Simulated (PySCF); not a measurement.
Can point charges reproduce the dipole moment of `C[SiH2][C@@H](C)CCl`?

Coordinates (PBE0-D3(BJ)/def2-SVP, Å) and charges (e) from the PBE0/pcSseg-1 density (PySCF):

| atom | x | y | z | Mulliken | IAO | Hirshfeld | ESP-fitted |
| --- | --- | --- | --- | --- | --- | --- | --- |
| C1 | 2.359 | 0.122 | -0.388 | -0.6465 | -0.7113 | -0.2118 | -0.6108 |
| Si2 | 0.923 | -0.801 | 0.396 | +0.6389 | +0.7487 | +0.3231 | +0.5383 |
| C3 | -0.752 | -0.198 | -0.292 | -0.5851 | -0.3715 | -0.1112 | +0.1675 |
| C4 | -1.915 | -0.704 | 0.559 | -0.2365 | -0.4078 | -0.1190 | -0.4777 |
| C5 | -0.795 | 1.303 | -0.509 | -0.1684 | -0.2226 | -0.0280 | -0.4286 |
| Cl6 | -0.446 | 2.221 | 0.999 | -0.1675 | -0.1263 | -0.0539 | -0.1303 |
| H7 | 3.322 | -0.291 | -0.052 | +0.1512 | +0.1592 | +0.0465 | +0.1659 |
| H8 | 2.328 | 0.058 | -1.487 | +0.1389 | +0.1487 | +0.0415 | +0.1383 |
| H9 | 2.324 | 1.184 | -0.098 | +0.1546 | +0.1574 | +0.0369 | +0.1447 |
| H10 | 0.953 | -0.658 | 1.883 | -0.0589 | -0.1190 | -0.0845 | -0.1318 |
| H11 | 1.016 | -2.266 | 0.087 | -0.0849 | -0.1303 | -0.0887 | -0.1637 |
| H12 | -0.827 | -0.645 | -1.302 | +0.1560 | +0.1443 | +0.0425 | +0.0307 |
| H13 | -2.887 | -0.458 | 0.101 | +0.1163 | +0.1334 | +0.0381 | +0.1366 |
| H14 | -1.876 | -1.796 | 0.690 | +0.1286 | +0.1406 | +0.0434 | +0.1087 |
| H15 | -1.891 | -0.245 | 1.559 | +0.1326 | +0.1454 | +0.0322 | +0.1305 |
| H16 | -1.787 | 1.641 | -0.847 | +0.1636 | +0.1557 | +0.0459 | +0.1971 |
| H17 | -0.048 | 1.632 | -1.245 | +0.1670 | +0.1556 | +0.0468 | +0.1846 |

Question: What dipole does each set of charges give (1 e·Å = 4.803 D), and what does the density give?

Answer: The full density gives (-0.32, -0.71, -1.92) D, 2.08 D in size; dipole vectors point from the negative to the positive end.

```json
{"scheme": "Mulliken", "μx": "-0.23", "μy": "-1.91", "μz": "-0.62", "size (D)": "2.02", "share of the full size (%)": "98", "angle to the full dipole (°)": "51"}
{"scheme": "IAO", "μx": "-0.13", "μy": "-1.48", "μz": "-1.04", "size (D)": "1.81", "share of the full size (%)": "87", "angle to the full dipole (°)": "35"}
{"scheme": "Hirshfeld", "μx": "-0.24", "μy": "-0.12", "μz": "-0.80", "size (D)": "0.84", "share of the full size (%)": "41", "angle to the full dipole (°)": "14"}
{"scheme": "ESP-fitted", "μx": "-0.34", "μy": "-0.71", "μz": "-1.98", "size (D)": "2.13", "share of the full size (%)": "103", "angle to the full dipole (°)": "1"}
```

Question: Which set comes closest?

Answer: Length of the difference vector: ESP-fitted 0.06 D, IAO 1.18 D, Hirshfeld 1.27 D, Mulliken 1.77 D. Closest: ESP-fitted. ESP charges are fitted to the potential around the molecule, whose slowest-falling term is the dipole's. The schemes that divide the density aren't constrained to reproduce the dipole.

Question: What is left for the Hirshfeld atoms' own dipoles?

Answer: The Hirshfeld atoms' densities add up to the full density, so μ = Σ q r + Σ (atomic dipoles). The atomic dipoles sum to (-0.32, -0.71, -1.92) − (-0.24, -0.12, -0.80) = (-0.08, -0.59, -1.12) D, 1.27 D in size.

Question: With the origin at the mean of the coordinates, (0.000, 0.006, 0.003) Å, which are the largest single terms, by size, of the ESP-fitted dipole along the direction of the full one?

Answer: H10 +1.05, Cl6 +1.01, H15 -0.67, H8 +0.67, Si2 -0.59 D; all 17 atoms together +2.13 D. The single terms depend on the origin, their sum doesn't.

Question: Give the size of the full dipole in other units.

Answer: 2.08 D = 0.817 au = 0.432 e·Å = 6.92 × 10⁻³⁰ C·m.

The structure is a single PBE0-D3(BJ)/def2-SVP conformer in the gas phase; no vibrational or solvent corrections.

These values come from a run that also computed NMR shieldings. Time: 42 s of wall time; peak memory 0.82 GiB. Hardware: an Arm Neoverse N1 with one thread (shared host).

Conformer computed: `[CH3:1][SiH2:2][C@@H:3]([CH3:4])[CH2:5][Cl:6]`: C1–Si2–C3–C4 -167°, Si2–C3–C5–Cl6 -57°.
